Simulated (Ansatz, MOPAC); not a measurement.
System: 2-methylprop-2-ene-1-selenol, C4H8Se, net charge 0, singlet state. SMILES: C(=C)(C)C[SeH]
Geometry: optimised at B3LYP-D3(BJ)/def2-TZVP (Ansatz, a first-principles code).

Property: vertical ionisation energy to the doublet, in eV. Set-up: LANL2DZ with its own core potentials from Na on; spin-orbit terms left out; no dispersion term unless named; 6-31G* and kin with 6d, 5d where marked; open shells spin-unrestricted; non-relativistic; each state is the SCF solution reached for its charge and spin. Ab initio and DFT rows: single points at B3LYP-D3(BJ) geometries (Ansatz). Semi-empirical rows: differences of heats of formation at the shared geometry for vertical values.

```csv
level,program,vertical ionisation energy to the doublet (eV)
PM3,MOPAC,8.83
PM6,MOPAC,8.35
HF/6-31G* with LANL2DZ past Ar,Ansatz,7.92
B3LYP/STO-3G,Ansatz,6.95
B3LYP/6-31G*,Ansatz,8.50
B3LYP/6-31G* with LANL2DZ past Ar,Ansatz,8.57
PBE/def2-TZVPD,Ansatz,8.44
wB97M-V/def2-TZVPD,Ansatz,8.79
wB97X-V/def2-TZVPD,Ansatz,8.83
```

No value to compare with is used here. The 6 habitual levels span 6.95 (B3LYP/STO-3G) to 8.83 eV (PM3); PBE/def2-TZVPD gives 8.44.

The levels are drawn from those run, B3LYP/6-31G* more often than the rest, none by its result; left out are runs that failed, that the program found above a lower state of the same kind, or whose <S^2> lies over 0.5 above the pure value.
